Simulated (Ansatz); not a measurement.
Cost and result for the atomization energy of CH₆BBrOSi, SMILES `BO[SiH](C)Br` (11 atoms, 10 bonds).

Cartesian coordinates in Å:
```
B -0.695 1.729 1.333
O 0.015 1.100 0.376
Si -0.175 -0.074 -0.759
C 1.081 -1.396 -0.473
Br -2.216 -0.945 -0.645
H -0.137 2.581 1.966
H -1.841 1.432 1.530
H -0.055 0.575 -2.082
H 2.087 -0.971 -0.509
H 1.001 -2.169 -1.240
H 0.934 -1.862 0.503
```

Total charge 0; spin multiplicity 1. Correlated methods include outer-core shells of Br, which these sets cover unevenly. Scalar relativity is left out up to krypton. All single points use the PBE0-D4/def2-TZVP geometry. It is one conformer, not always the lowest. Program: Ansatz. All runs use 4 threads of an Intel Xeon Platinum 8488C on a shared host. Times are those of one run each, without the atoms' runs, and a repeat can differ threefold. Electronic energies, without spin–orbit coupling; frozen cores. CCSD(T)/CBS adds CCSD(T) − MP2 in def2-TZVPP to the MP2 limit, and its time is that of the two runs behind it. T1 = 0.010. With those shells the extrapolation isn't a true limit. B3LYP takes the VWN-RPA correlation (the form of Gaussian; ORCA's B3LYP/G).

CCSD(T)/CBS is a level of theory with its own doubt, some kJ/mol a heavy atom from the limit and from the frozen cores, so smaller differences don't rank the functionals.

```json
{"level": "PBE-D4/def2-TZVPP (with forces)", "functions": "267", "wall time": "2.3 s"}
{"level": "PBE0-D4/def2-TZVPP", "functions": "267", "wall time": "3 s"}
{"level": "r2SCAN-D4/def2-TZVPP (with forces)", "functions": "267", "wall time": "3.7 s"}
{"level": "B3LYP-D4/def2-TZVPP (with forces)", "functions": "267", "wall time": "4.7 s"}
{"level": "B2PLYP/def2-TZVPP", "functions": "267", "wall time": "5.5 s"}
{"level": "ωB97X-V/def2-TZVPP", "functions": "267", "wall time": "7.5 s"}
{"level": "ωB97M-V/def2-TZVPP (with forces)", "functions": "267", "wall time": "10 s"}
{"level": "MP2/def2-QZVPP", "functions": "510", "wall time": "23 s"}
{"level": "CCSD(T)/def2-TZVPP", "functions": "267", "wall time": "3 min"}
{"level": "CCSD(T)/CBS(def2)", "functions": "–", "wall time": "3.4 min"}
```

(1) What atomization energy does each give, and how far from CCSD(T)/CBS? (An estimate is asked.)

Results:

(1) Computed: 
| level | atomization (kJ/mol) | difference from CCSD(T)/CBS | per bond |
| --- | --- | --- | --- |
| PBE-D4/def2-TZVPP (with forces) | 4117.9 | 23.4 | 2.3 |
| PBE0-D4/def2-TZVPP | 4076.8 | -17.7 | -1.8 |
| r2SCAN-D4/def2-TZVPP (with forces) | 4108.1 | 13.6 | 1.4 |
| B3LYP-D4/def2-TZVPP (with forces) | 4082.9 | -11.6 | -1.2 |
| B2PLYP/def2-TZVPP | 4046.7 | -47.8 | -4.8 |
| ωB97X-V/def2-TZVPP | 4097.7 | 3.2 | 0.3 |
| ωB97M-V/def2-TZVPP (with forces) | 4099.3 | 4.8 | 0.5 |
| MP2/def2-QZVPP | 4122.5 | 28.0 | 2.8 |
| CCSD(T)/def2-TZVPP | 3988.6 | -105.9 | -10.6 |
| CCSD(T)/CBS(def2) | 4094.5 | 0.0 | 0.0 |

The D4 term adds +41.1 kJ/mol with B3LYP and +21.7 kJ/mol with PBE0; it sums over pairs of atoms, weighted by their polarisabilities, and B3LYP, whose exchange is more repulsive, gets the larger term. In def2-TZVPP, CCSD(T) changes the Hartree–Fock value by +855.4 kJ/mol (the triples alone add +49.1 kJ/mol) and MP2 by +926.4 kJ/mol; breaking electron pairs costs correlation energy, which Hartree–Fock lacks. From PBE to PBE0 (25 % exact exchange), in def2-TZVPP and without D4, the atomization energy moves by −37.4 kJ/mol: exact exchange takes away binding that semilocal exchange gives to molecules.
